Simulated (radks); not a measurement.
Values are calculated unless marked as measured or tabulated.
Q: Species: neutral tin. Configuration: [Kr] 4d10 5s2 5p2. Level of theory: scalar-relativistic Kohn-Sham, PBE, spin-polarised, spherical densities, point nucleus; open shells are filled with parallel spins first (spin-orbit coupling, left out, can overturn this in heavy ions) (a radial shooting solver on a logarithmic mesh with Libxc functionals). Some entries of the table are withheld. Estimate them.

orbital  occ.  eigenvalue (eV)  <r> (bohr)  <r^2> (bohr^2)
1s up       1        -29014.11     0.02905        0.001143
1s down     1        -29014.08     0.02905        0.001143
2s up       1        -4379.936      0.1255         0.01857
2s down     1        -4379.929      0.1255         0.01857
2p up       3        -3931.786      0.1096         0.01466
2p down     3        -3931.766      0.1096         0.01466
3s up       1        -845.0890      0.3394          0.1317
3s down     1        -845.0646      0.3393          0.1317
3p up       3        -698.6517      0.3377          0.1323
3p down     3        -698.6237      0.3377          0.1323
3d up       5        -473.2635      0.3146          0.1175
3d down     5        -473.2386      0.3146          0.1175
4s up       1        -133.7917      0.8186          0.7583
4s down     1        -133.7347      0.8186          0.7581
4p up       3         -89.5645      0.8861          0.8975
4p down     3         -89.5017      0.8856          0.8963
4d up       5         -25.7543       1.103           1.450
4d down     5         -25.5878       1.096           1.427
5s up       1         -10.9711       2.407           6.612
5s down     1          -9.7779       2.385           6.511
5p up       2          -4.1569       3.205             (1)
5p down     0          -2.8607       3.268             (2)

A: 
(1) 5p up <r^2> (bohr^2): 11.98
(2) 5p down <r^2> (bohr^2): 12.59
